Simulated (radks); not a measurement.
Results of a calculation; reference values are marked as such.
Task: Level of theory: scalar-relativistic Kohn-Sham, SCAN, spin-polarised, spherical densities, finite nucleus; open shells are filled with parallel spins first; meta-GGA in the generalised Kohn-Sham scheme; Fermi nuclear charge, rms radius of each element as measured or else 0.836 A^(1/3) + 0.57 fm (a radial shooting solver on a logarithmic mesh with Libxc functionals). Each species is in its NIST ground configuration. Rank Cr4+, Mn4+, Zn4+, Fe4+, Sc4+, Ti4+, V4+, Cu4+, Ni4+, Co4+ by Delta-SCF ionisation energy (eV), largest first.

Result: Ti4+ 100.07, Sc4+ 92.059, Zn4+ 83.444, Co4+ 80.272, Cu4+ 79.424, Fe4+ 76.633, Ni4+ 75.130, Mn4+ 72.869, Cr4+ 68.980, V4+ 64.871.
